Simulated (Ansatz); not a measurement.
Species: C3H12AlN, charge 0, multiplicity 1. SMILES: C[N+](C)(C)[AlH3-]
Geometry: optimised at B3LYP-D3(BJ)/def2-TZVP (Ansatz, a quantum-chemistry and plane-wave program).

Atomisation energy built up term by term with Ansatz (kcal/mol; UHF references for open shells; valence terms freeze the core; atomic spin-orbit terms are left out). Basis-set limits of correlation are two-point, X^-3; Hartree-Fock from the larger set.

```
term                                            basis  kcal/mol
-----------------------  ----------------------------  --------
Hartree-Fock                              cc-pV(Q+d)Z   1051.08
CCSD correlation         CBS(cc-pV(T+d)Z,cc-pV(Q+d)Z)    341.37
(T)                      CBS(cc-pV(T+d)Z,cc-pV(Q+d)Z)     17.02
core correlation                            cc-pwCVTZ      3.53
scalar relativity (X2C)    cc-pVTZ-DK against cc-pVTZ     -1.33
sum: De                                                  1411.7
```

(T) makes 1.2 % of the CCSD(T) atomisation energy; under 5 % is typical of single-reference molecules.
